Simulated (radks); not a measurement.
Values are calculated unless marked as measured or tabulated.
Task: These are the eigenvalues of the occupied orbitals of an atom or ion with whole-number occupations (Ry). Code: a radial shooting solver on a logarithmic mesh with Libxc functionals. Model: non-relativistic Kohn-Sham, BLYP, spin-polarised, spherical densities, point nucleus.

orbital  eigenvalue
1s up     -5486.543
1s down   -5486.535
2s up     -1012.332
2s down   -1011.959
2p up     -977.6880
2p down   -977.4009
3s up     -323.0682
3s down   -322.8716
3p up     -307.0785
3p down   -306.8823
3d up     -277.5307
3d down   -277.2477
4s up     -143.8226
4s down   -143.0485
4p up     -136.7566
4p down   -135.9786
4d up     -124.0903
4d down   -123.3001

Which element is it, and in what charge state? The configuration may be excited. Open shells, if any, are filled with parallel spins first.

Result: Z = 79, gold, charge +37: Au37+ in [Kr] 4d6. The list shows which subshells hold electrons but not how many an open one holds; the 1s level, -2743.3 hartree, gives Z - s = 74.1 by -(Z - s)^2/2, which with screening narrows Z to a few neighbours, and the depths of the outer levels then fix element, charge and occupations together.
